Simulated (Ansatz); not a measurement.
`C=CN[SiH3]`, relaxed with RKS PBE-D4/def2-SVP in Ansatz 0.2.0 from a rough embedded geometry. The force threshold is 0.03 eV/Å; the program also tests the step.

Total charge 0; spin multiplicity 1.

Start:

```xyz
11

C     0.708   -0.323    1.955
C     0.709   -0.216    0.661
N    -0.404   -0.061   -0.097
Si   -0.713    0.352   -1.699
H    -0.167   -0.363    2.592
H     1.699   -0.510    2.515
H     1.623   -0.216    0.102
H    -1.293    0.083    0.480
H    -1.990   -0.142   -2.063
H    -0.565    1.786   -1.919
H     0.393   -0.390   -2.527
```

By how much does the energy fall, and how many steps does the optimiser take? (Estimate.)

Ansatz gave: 12.78 kcal/mol, in 10 steps.

Which bonds change most? (Estimate.)

Computed: Si4–H9 from 1.417 to 1.502 Å; N3–Si4 from 1.683 to 1.758 Å; Si4–H11 from 1.568 to 1.504 Å; C1–H6 from 1.153 to 1.098 Å.

Give the relaxed structure. (Best estimate.)

Computed: 
```xyz
11

C     0.774   -0.343    2.027
C     0.657   -0.194    0.688
N    -0.524   -0.081   -0.039
Si   -0.654    0.350   -1.738
H    -0.107   -0.369    2.689
H     1.765   -0.452    2.486
H     1.568   -0.170    0.062
H    -1.377   -0.107    0.528
H    -2.040   -0.036   -2.170
H    -0.454    1.818   -2.026
H     0.389   -0.415   -2.507
```
